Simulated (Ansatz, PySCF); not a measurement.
System: RbI, net charge 0, singlet state. 
Geometry from a B3LYP-D3(BJ)/def2-TZVP (Ansatz, an electronic-structure program) optimisation:
```xyz
2

Rb     0.0000     0.0000    -1.9203
I      0.0000     0.0000     1.3406
```
Charge 0, spin multiplicity 1.

Property: atomisation energy (electronic, to ground-state atoms), in kcal/mol. Valence correlation only, unless marked. UHF or UKS for open shells. No spin-orbit coupling. The frozen core is the preceding noble-gas configuration, with the filled d and f shells of earlier blocks. The outer core of K, Ca and their heavier congeners is not correlated, a term that matters for these elements. Past Kr the def2 sets carry scalar-relativistic core potentials. 

```csv
level,program,atomisation energy (kcal/mol)
HF/def2-TZVPPD,Ansatz,60.4
MN15/def2-TZVPD,PySCF,76.5
CAM-B3LYP/def2-TZVPD,Ansatz,76.8
RI-MP2/def2-QZVPPD,Ansatz,82.7
CCSD/def2-TZVPP,Ansatz,77.0
CCSD/def2-QZVPP,Ansatz,80.5
```
